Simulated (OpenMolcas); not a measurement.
## OpenMolcas run: As3+

Input:

```
&GATEWAY
Coord
1

As 0.0 0.0 0.0
Basis=ANO-R3
Group=XYZ
NoMove
AngMom=0.0 0.0 0.0
AMFI
&SEWARD
* reference wave functions (RASSCF and RASSI steps not shown): 2 electrons in 4 orbitals (4s 4p)
>>> COPY JOB001 $Project.JobIph
&CASPT2
XMultistate=3 1 2 3
Frozen=3 6
IPEA=0.2
Sig2=0.5
MaxIter=60
WThr=0.0 0.3 0.05
PrWF=0.5
NoMix
>>> COPY JOB002 $Project.JobIph
&CASPT2
XMultistate=7 1 2 3 4 5 6 7
Frozen=3 6
IPEA=0.2
Sig2=0.5
MaxIter=60
WThr=0.0 0.3 0.05
PrWF=0.5
NoMix
>>> COPY JOB003 $Project.JobIph
&CASPT2
XMultistate=3 1 2 3
Frozen=3 6
IPEA=0.2
Sig2=0.5
MaxIter=60
WThr=0.0 0.3 0.05
PrWF=0.5
NoMix
...
```

Launched by
```bash
OMP_NUM_THREADS=1 MOLCAS_MEM=2252 MOLCAS_PROJECT=a pymolcas a.inp > a.log  # once for each step of the input, in one work folder
```

Output, cut to the results:

```
--- CASPT2 ---
Orbital specifications:
      -----------------------

      Symmetry species                           1   2
                                                ag  au
      Frozen orbitals                            3   6
      Inactive orbitals                          5   0
      Active orbitals                            1   3
      Secondary orbitals                        41  30
      Deleted orbitals                           0   0
      Number of basis functions                 50  39
Type of calculation                        XMS-CASPT2
      Fock operator                              state-average
      IPEA shift                                 0.20
      Real shift                                 0.00
      Imaginary shift                            0.00
      Sigma^2 regularizer                        0.50
      The input orbitals will be transformed to quasi-canonical
      The input states will be rotated to diagonalize the Fock operator
Reference energy:       -2256.2829728911
      E2 (Non-variational):      -0.4691097448
      Shift correction:          -0.0000031168
      E2 (Variational):          -0.4691128616
      Total energy:           -2256.7520857527
      Residual norm:              0.0000001591
      Reference weight:           0.96581
      Contributions to the CASPT2 correlation energy
      Active & Virtual Only:         -0.0072150982
      One Inactive Excited:          -0.0528704851
      Two Inactive Excited:          -0.4090241615
Reference energy:       -2256.2829728911
      E2 (Non-variational):      -0.4691115400
      Shift correction:          -0.0000031169
      E2 (Variational):          -0.4691146569
      Total energy:           -2256.7520875480
      Residual norm:              0.0000001591
      Reference weight:           0.96581
      Contributions to the CASPT2 correlation energy
      Active & Virtual Only:         -0.0072150987
      One Inactive Excited:          -0.0528723409
      Two Inactive Excited:          -0.4090241004
::    XMS-CASPT2 Root  1     Total energy:  -2256.75208756
::    XMS-CASPT2 Root  2     Total energy:  -2256.75208641
::    XMS-CASPT2 Root  3     Total energy:  -2256.75208575
--- CASPT2 ---
Orbital specifications:
      -----------------------

      Symmetry species                           1   2
                                                ag  au
      Frozen orbitals                            3   6
      Inactive orbitals                          5   0
      Active orbitals                            1   3
      Secondary orbitals                        41  30
      Deleted orbitals                           0   0
      Number of basis functions                 50  39
Type of calculation                        XMS-CASPT2
      Fock operator                              state-average
      IPEA shift                                 0.20
      Real shift                                 0.00
      Imaginary shift                            0.00
      Sigma^2 regularizer                        0.50
      The input orbitals will be transformed to quasi-canonical
      The input states will be rotated to diagonalize the Fock operator
Reference energy:       -2257.1018605899
      E2 (Non-variational):      -0.4945844699
      Shift correction:          -0.0000006118
      E2 (Variational):          -0.4945850817
      Total energy:           -2257.5964456717
      Residual norm:              0.0000000349
      Reference weight:           0.96249
      Contributions to the CASPT2 correlation energy
      Active & Virtual Only:         -0.0138041928
      One Inactive Excited:          -0.0710169606
      Two Inactive Excited:          -0.4097633166
Reference energy:       -2256.2262486123
      E2 (Non-variational):      -0.5014493752
      Shift correction:          -0.0107477745
      E2 (Variational):          -0.5121971497
      Total energy:           -2256.7384457620
      Residual norm:              0.0000001339
      Reference weight:           0.94350
      Contributions to the CASPT2 correlation energy
      Active & Virtual Only:         -0.0394386923
      One Inactive Excited:          -0.0527384977
      Two Inactive Excited:          -0.4092721852
::    XMS-CASPT2 Root  1     Total energy:  -2257.58423804
::    XMS-CASPT2 Root  2     Total energy:  -2256.73897588
::    XMS-CASPT2 Root  3     Total energy:  -2256.73889855
::    XMS-CASPT2 Root  4     Total energy:  -2256.73809801
::    XMS-CASPT2 Root  5     Total energy:  -2256.73640497
::    XMS-CASPT2 Root  6     Total energy:  -2256.73515797
::    XMS-CASPT2 Root  7     Total energy:  -2256.63149521
--- CASPT2 ---
Orbital specifications:
      -----------------------

      Symmetry species                           1   2
                                                ag  au
      Frozen orbitals                            3   6
      Inactive orbitals                          5   0
      Active orbitals                            1   3
      Secondary orbitals                        41  30
      Deleted orbitals                           0   0
      Number of basis functions                 50  39
Type of calculation                        XMS-CASPT2
      Fock operator                              state-average
      IPEA shift                                 0.20
      Real shift                                 0.00
      Imaginary shift                            0.00
      Sigma^2 regularizer                        0.50
      The input orbitals will be transformed to quasi-canonical
      The input states will be rotated to diagonalize the Fock operator
Reference energy:       -2256.7619185692
      E2 (Non-variational):      -0.4669559486
      Shift correction:          -0.0000153226
      E2 (Variational):          -0.4669712712
      Total energy:           -2257.2288898404
      Residual norm:              0.0000001757
      Reference weight:           0.96668
      Contributions to the CASPT2 correlation energy
...
```

In XMS-CASPT2 the single-state energies belong to rotated reference states; over a whole degenerate manifold the rotation is arbitrary, and only the multistate roots count.

Levels above the lowest, from the spin-orbit matrix with the multistate effective Hamiltonian, averaged by term, added to it:

```
Configuration  Term  J  E (cm-1)  Measured (cm-1)      g  Term weight %  Second
          4s2    1S  0       0.0              0.0                   100        
        4s 4p   3P*  0     75900                                    100        
        4s 4p   3P*  1     76890            76962  1.500            100        
        4s 4p   3P*  2     79040            79492  1.501            100        
        4s 4p   1P*  1    111760           112022  1.001            100        
          4p2    3P  0    180320                                     99        
          4p2    3P  1    181620           181468  1.501            100        
          4p2    3P  2    182940           184394  1.402             80   20 1D
          4p2    1D  2    186560                   1.099             80   20 3P
          4p2    1S  0    209380           211683                    99
```

Against the 6 measured excited levels shown (Moore, Atomic Energy Levels, vol. II, NSRDS-NBS 35 (1971 reprint of NBS Circular 467, 1952)) the mean absolute deviation is 780 cm-1; the largest miss in energy is 4p2 1S0: computed 209380, measured 211683 cm-1 (-1.1 %).

CASPT2 breaks the degeneracy within a term, and the mean is taken; among the terms shown or strongly mixed into the levels shown the widest spread is 840 cm-1 (4p2 1D). The ¹D term of p² mixes with s d, which this space lacks. Measured partners are found by configuration, term and J. A level has none where our copy of the source lacks it or the pairing is in doubt (some pairs that miss far off the trend of their configuration count as doubtful), and it then counts in no deviation. Levels of configurations outside the active space are missing.

The term weight is that of the spin-free term in the level, not the purity of its configuration. * marks odd parity.
